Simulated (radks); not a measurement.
The potassium anion K-, [Ar] 4s2, held by a Watson sphere: a shell of charge +1 at radius R that stands for the Madelung well of a crystal (potential energy -1/R inside, -1/r outside, in hartree with lengths in bohr). Calculated with a radial shooting solver on a logarithmic mesh with Libxc functionals: non-relativistic Kohn-Sham, LDA (Slater exchange, VWN5 correlation), spin-unpolarised, spherical densities, point nucleus. Response by self-consistent Sternheimer equations with the Hartree and adiabatic LDA kernel. The sphere does not respond.

[
 {"R (bohr)": "2.28", "e(3s) (eV)": "-38.147", "e(3p) (eV)": "-22.168", "e(4s) (eV)": "-3.696", "<r> 4s (bohr)": "4.173", "sum of <r^2> (bohr^2)": "59.76", "X-ray form factor at sin(theta)/lambda = 0.1 1/angstrom": "17.069", "alpha (bohr^3)": "169.8"},
 {"R (bohr)": "3.05", "e(3s) (eV)": "-36.141", "e(3p) (eV)": "-20.199", "e(4s) (eV)": "-3.587", "<r> 4s (bohr)": "4.322", "sum of <r^2> (bohr^2)": "62.81", "X-ray form factor at sin(theta)/lambda = 0.1 1/angstrom": "16.994", "alpha (bohr^3)": "189.1"},
 {"R (bohr)": "3.99", "e(3s) (eV)": "-34.926", "e(3p) (eV)": "-18.969", "e(4s) (eV)": "-3.334", "<r> 4s (bohr)": "4.611", "sum of <r^2> (bohr^2)": "68.53", "X-ray form factor at sin(theta)/lambda = 0.1 1/angstrom": "16.898", "alpha (bohr^3)": "237.4"},
 {"R (bohr)": "4.45", "e(3s) (eV)": "-34.592", "e(3p) (eV)": "-18.627", "e(4s) (eV)": "-3.191", "<r> 4s (bohr)": "4.765", "sum of <r^2> (bohr^2)": "71.76", "X-ray form factor at sin(theta)/lambda = 0.1 1/angstrom": "16.857", "alpha (bohr^3)": "268.6"},
 {"R (bohr)": "4.55", "e(3s) (eV)": "-34.534", "e(3p) (eV)": "-18.567", "e(4s) (eV)": "-3.159", "<r> 4s (bohr)": "4.798", "sum of <r^2> (bohr^2)": "72.49", "X-ray form factor at sin(theta)/lambda = 0.1 1/angstrom": "16.849", "alpha (bohr^3)": "276.0"}
]
